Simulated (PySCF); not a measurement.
Geometry (Å), atoms numbered from 1 in this order:
```xyz
12

B    -0.187    1.044   -0.269
Cl   -0.291    1.582   -2.000
Cl   -0.424    2.341    0.981
N     1.133    0.203    0.004
B     0.206   -1.059    0.276
Cl    0.441   -2.345   -0.986
Cl    0.313   -1.611    2.002
N    -1.114   -0.216    0.010
H     1.671    0.516    0.811
H     1.747    0.109   -0.804
H    -1.723   -0.119    0.822
H    -1.659   -0.528   -0.794
```

- structure optimised with PBE0-D3(BJ)/def2-SVP
- σ from GIAO-KT2/pcSseg-1
- program: PySCF
- one averaged value for each set of equivalent atoms, no solvent model, one conformer, no relativistic terms

Scale: $^{1}$H vs TMS; $^{11}$B against BF3·OEt2; HCl for $^{35}$Cl; $^{15}$N against NH3 (reference shieldings calculated alike).

| atoms | nucleus | count | δ (ppm) |
| --- | --- | --- | --- |
| Cl2/Cl3/Cl6/Cl7 | $^{35}$Cl | 4 | ? |
| B1/B5 | $^{11}$B | 2 | ? |
| N4/N8 | $^{15}$N | 2 | 97.0 |
| H9/H10/H11/H12 | $^{1}$H | 4 | 2.56 |

Task: Fill in the missing shifts.

Result: 
- B1/B5: -0.1 ppm, boron bonded to 2 Cl, 2 N
- Cl2/Cl3/Cl6/Cl7: 116 ppm, chlorine bonded to B

OH and NH positions are those of a molecule without intermolecular hydrogen bonds; in solution they move with solvent, concentration and temperature, and exchange usually removes their couplings. Experimental scales use liquid or dissolved standards, which lie at an offset from isolated NH3 (liquid NH3: subtract about 20 ppm).
